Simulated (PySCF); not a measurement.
C₃H₆NO, multiplicity 2. Atoms are numbered in the order given.

```xyz
11

C     -1.4304    -0.3651     0.0000
N     -0.0598    -0.3637     0.0000
C      0.6568    -1.6174     0.0000
C      0.6305     0.8298     0.0000
O      0.1078     1.9189     0.0000
H     -1.9506    -1.3197     0.0000
H     -1.9275     0.6020     0.0000
H      0.4110    -2.2118     0.8944
H      1.7373    -1.4202     0.0000
H      0.4110    -2.2118    -0.8944
H      1.7337     0.6718     0.0000
```
Charge 0, spin multiplicity 2.

Coordinates come from a PBE0-D3(BJ)/def2-SVP optimisation. The isomer is the one that the SMILES or the coordinates give; other isomers of the formula were not compared. The values are those of a single conformer.

Level of theory: PySCF with PBE/def2-TZVP.

ESP charges are fitted to the potential on shells at 1.4 to 2.0 van der Waals radii. Atomic charges (e):

```json
[
 {"atom": "C1", "Löwdin": "…", "ESP fit": "-0.64", "Mulliken spin": "0.83"},
 {"atom": "N2", "Löwdin": "0.17", "ESP fit": "0.38", "Mulliken spin": "0.02"},
 {"atom": "C3", "Löwdin": "-0.29", "ESP fit": "-0.60", "Mulliken spin": "-0.01"},
 {"atom": "C4", "Löwdin": "…", "ESP fit": "0.21", "Mulliken spin": "0.10"},
 {"atom": "O5", "Löwdin": "0.09", "ESP fit": "-0.43", "Mulliken spin": "0.11"},
 {"atom": "H6", "Löwdin": "…", "ESP fit": "0.24", "Mulliken spin": "-0.04"},
 {"atom": "H7", "Löwdin": "…", "ESP fit": "0.25", "Mulliken spin": "-0.03"},
 {"atom": "H8", "Löwdin": "0.12", "ESP fit": "0.19", "Mulliken spin": "0.01"},
 {"atom": "H9", "Löwdin": "0.13", "ESP fit": "0.17", "Mulliken spin": "0.00"},
 {"atom": "H10", "Löwdin": "0.12", "ESP fit": "0.19", "Mulliken spin": "0.01"},
 {"atom": "H11", "Löwdin": "…", "ESP fit": "0.04", "Mulliken spin": "-0.01"}
]
```

Question: Fill in the missing entries. (The exact figures need the calculation; the answer reports its results.)

Answer: 
- C1, Löwdin: -0.25
- C4, Löwdin: -0.44
- H6, Löwdin: 0.11
- H7, Löwdin: 0.12
- H11, Löwdin: 0.11

Question: Give the Mayer and Wiberg (Löwdin basis) orders of the bonds. (The exact figures need the calculation; the answer reports its results.)

Answer: 
```csv
bond,Mayer,Wiberg
C1–N2,1.19,1.58
N2–C3,0.97,1.25
N2–C4,1.12,1.47
C4–O5,2.03,2.68
C1–H6,0.96,0.93
C1–H7,0.95,0.92
C3–H8,0.95,0.91
C3–H9,0.96,0.90
C3–H10,0.95,0.91
C4–H11,0.94,0.85
```
